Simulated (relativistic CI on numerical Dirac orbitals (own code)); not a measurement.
Magnetism of Tc⁴⁺, 4d3, in a crystal field

Calculated by Dirac-Coulomb-Breit CI, separate exchange-only KLI orbitals for each configuration, a model potential for QED, valence Slater integrals scaled by 0.75, one configuration in a parametric crystal field (own radial code).

Field parameters in Wybourne normalisation: D3d B²₀ = −7Dσ, B⁴₀ = −14Dq − 21Dτ, B⁴₃ = −14√(10/7) Dq; D4h B²₀ = −7Ds, B⁴₀ = 21(Dq − Dt), B⁴₄ = 21√(5/14) Dq; Oh B⁴₀ = 21Dq, B⁴₄ = √(5/14) B⁴₀; Td as Oh with Dq negative (B⁴₀ = 21Dq, B⁴₄ = √(5/14) B⁴₀). The field is a parameter set, without covalency.

S is read from ⟨S²⟩ = S(S + 1).

Powder χT (cm³ K mol⁻¹) by Van Vleck's formula, with temperature-independent terms:

| Field | 2 K | 5 K | 10 K | 20 K | 50 K | 100 K | 200 K | 300 K |
| --- | --- | --- | --- | --- | --- | --- | --- | --- |
| D3d, 10Dq = 21350, Dσ = 360, Dτ = -460 cm⁻¹ | 1.03 | 1.14 | 1.31 | 1.48 | 1.58 | 1.61 | 1.62 | 1.63 |
| D4h, 10Dq = 25400, Ds = 2510, Dt = -500 cm⁻¹ | 1.14 | 1.34 | 1.53 | 1.62 | 1.66 | 1.67 | 1.68 | 1.69 |
| Oh, 10Dq = 11900 cm⁻¹ | 1.43 | 1.43 | 1.44 | 1.44 | 1.44 | 1.45 | 1.47 | 1.49 |
| Oh, 10Dq = 17950 cm⁻¹ | 1.58 | 1.58 | 1.58 | 1.58 | 1.58 | 1.59 | 1.6 | 1.61 |
| Td, 10Dq = -7000 cm⁻¹ | 0.214 | 0.216 | 0.22 | 0.229 | 0.254 | 0.296 | 0.38 | 0.466 |
| Td, 10Dq = -16950 cm⁻¹ | 0.325 | 0.326 | 0.327 | 0.33 | 0.336 | 0.348 | 0.37 | 0.393 |

(1) For Td, 10Dq = -7000 cm⁻¹: what effective moment follows at 300 K?

Results:

(1) μ_eff = √(8χT) = 1.93 μB. The ground level has S = 1.48; the spin-only moment for S = 3/2 is 3.88 μB. The difference comes from the orbital moment, spin-orbit mixing of terms and temperature-independent paramagnetism, all larger in this ionic model than in covalent complexes.
